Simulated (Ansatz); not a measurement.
**How methods differ on SiSe (SMILES [Si][Se])**

SiSe: 2 atoms, total charge 0, spin state singlet. SMILES: `[Si][Se]`. Geometry: relaxed at PBE0-D4/def2-TZVP.

```csv
atom,x (Å),y (Å),z (Å)
Si,0.0000,0.0000,0.0314
Se,0.0000,0.0000,2.0931
```

Quantity: the energy change with the Si1–Se2 bond stretched from 2.062 to 4.249 Å, in eV. The values are calculated.

```
                        level                    kind  program  value (eV)  less FCI/STO-3G  CPU time (all runs)
       HF/STO-3G (restricted)            Hartree–Fock   Ansatz        8.64            +2.40               0.51 s
    SVWN5/STO-3G (restricted)                     LDA   Ansatz        8.99            +2.75                3.7 s
     BLYP/STO-3G (restricted)                     GGA   Ansatz        8.25            +2.01                6.2 s
   r2SCAN/STO-3G (restricted)                meta-GGA   Ansatz        9.11            +2.87                 22 s
    HSE06/STO-3G (restricted)  range-separated hybrid   Ansatz        9.89            +3.65                 14 s
  RPA@PBE/STO-3G (restricted)                     RPA   Ansatz        5.44            -0.80                8.7 s
      MP2/STO-3G (restricted)     perturbation theory   Ansatz        9.92            +3.68                1.2 s
  BCCD(T)/STO-3G (restricted)   coupled cluster or CI   Ansatz        9.38            +3.14                2.1 s
CCSD(T)/STO-3G (unrestricted)   coupled cluster or CI   Ansatz        6.24             0.00                3.1 s
                   FCI/STO-3G      exact in the basis   Ansatz        6.24             0.00                4.7 s
```

FCI/STO-3G is exact within its basis and frozen core, so for wave-function methods in that basis the difference is their error; functionals converge differently with the basis, so for them it is only a difference. A spin-restricted reference rises too steeply as a bond breaks; here HF/STO-3G, SVWN5/STO-3G, BLYP/STO-3G, r2SCAN/STO-3G, HSE06/STO-3G, MP2/STO-3G, BCCD(T)/STO-3G lie well above the multireference or unrestricted value. All-electron rows without a relativistic Hamiltonian named are non-relativistic. The first shape isn't each level's own minimum. The values span 5.44 to 9.92 eV. Spin contamination of the reference (⟨S²⟩ at least 0.1 too high) touches CCSD(T)/STO-3G. All rows use very small basis sets, so none should be taken for the real molecule's value. In the correlated wave-function rows the outer d shell of Se is correlated, in sets not made for it. In so small a basis fixed costs decide the times, and correlated methods can beat functionals. CPU times are rough (shared hosts, several kinds of processor and program).
